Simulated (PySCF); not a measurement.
A structure optimised at PBE-D3(BJ)/def2-SVP, used in a PySCF frequency run:

```
N
H 1 1.0224
C 1 1.4517 2 115.34
H 3 1.1082 1 109.84 2 180.00
H 3 1.1138 4 107.16 1 122.38
H 3 1.1138 4 107.16 5 115.24
Ga 1 1.8086 2 118.09 3 180.00
Cl 7 2.1498 1 120.84 2 0.00
Cl 7 2.1534 1 118.99 2 180.00
```

**Question.** Write its SMILES, formula and point group.

**Answer.** C[NH][Ga]([Cl])[Cl], CH4Cl2GaN, Cs

**Question.** What are its rotational constants (standard atomic weights)?

**Answer.** 2.4520, 1.6249, 0.98347 GHz
